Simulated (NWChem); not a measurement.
BNH$_{5}$ cation; SMILES [NH3+]B

```xyz
7

B     -0.0012    -0.9277    -0.0148
N     -0.0019     0.6232    -0.0122
H     -1.0826    -1.4527     0.0052
H      1.0841    -1.4451     0.0041
H      0.0549     0.9381     0.9825
H     -0.8662     1.0517    -0.3964
H      0.8238     1.0438    -0.4819
```
Atoms are numbered in this order, from 1.

Results from NWChem. Pople sets run with spherical d functions. Geometry: optimised at PBE-D3(BJ)/def2-SVP. Atomic charges in e: unrestrained fits to the electrostatic potential beside Mulliken populations; buried atoms are poorly determined by the fit.

### Question
What does the run give for Hartree-Fock/6-31G*? Quantities: ESP B1; Mulliken B1; ESP N2; Mulliken N2; relative RMS misfit of the potential (%).

### Answer
```json
{
 "ESP B1": "0.61",
 "Mulliken B1": "0.35",
 "ESP N2": "-0.43",
 "Mulliken N2": "-1.00",
 "relative RMS misfit of the potential (%)": "2"
}
```
